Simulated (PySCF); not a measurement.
A structure optimised at B3LYP-D3(BJ)/def2-SVP, used in a PySCF frequency run:

```xyz
8

F     -0.8874     2.5510     0.0000
C     -0.1290     1.4815     0.0000
F      1.1441     1.8132     0.0000
C     -0.5922     0.2493     0.0000
C     -0.0829    -1.1343     0.0000
F      1.2642    -1.1342     0.0000
F     -0.4924    -1.8139     1.0798
F     -0.4924    -1.8139    -1.0798
```
Charge 0, spin multiplicity 2.

Problem. Write its SMILES, formula and point group.

Solution. FC(F)=[C]C(F)(F)F, C₃F₅, Cs

Problem. What are its rotational constants (standard atomic weights)?

Solution. 3.9422, 1.1964, 1.0939 GHz
